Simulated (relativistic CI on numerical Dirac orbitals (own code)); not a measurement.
## d1 to d9 in one tetrahedral field

Computed with a parametric ligand-field model without spin-orbit coupling, by exact diagonalisation: B = 560, C = 2470, 10Dq = -4100 cm⁻¹ (Td; |10Dq|/B = 7.3) for every shell. Energies in cm⁻¹; the field energy is (0.6 n_e − 0.4 n_t2) × 10Dq of the ground term; g labels are left out.

| Shell | Ground term | Electrons in e | Field energy | First spin-allowed bands | Lowest term of other spin |
| --- | --- | --- | --- | --- | --- |
| d1 | 2E | 1.000 | -2460 | 2T2 4100 |  |
| d2 | 3A2 | 2.000 | -4920 | 3T2 4100, 3T1 6957 | 1E 9010 |
| d3 | 4T1 | 1.903 | -2882 | 4T2 3522, 4A2 7622 | 2E 7336 |
| d4 | 5T2 | 2.000 | -1640 | 5E 4100 | 3T1 9427 |
| d5 | 6A1 | 2.000 | 0 | none | 4T1 15399 |
| d6 | ? | ? | ? | ? | ? |
| d7 | 4A2 | 4.000 | -4920 | 4T2 4100, 4T1 6957 | 2E 11025 |
| d8 | 3T1 | 3.903 | -2882 | 3T2 3522, 3A2 7622 | 1T2 8546 |
| d9 | 2T2 | 4.000 | -1640 | 2E 4100 |  |

(1) Fill in the row of d6.

## Answers

(1) Ground term: 5E; Electrons in e: 3.000; Field energy: -2460; First spin-allowed bands: 5T2 4100; Lowest term of other spin: 3T1 9785. Every shell keeps the spin of the free ion. Tetrahedral fields of 3d complexes are almost always too weak to pair spins. High-spin d^(n+5) repeats the spin-allowed bands of d^n, since the half-filled shell is spherical.
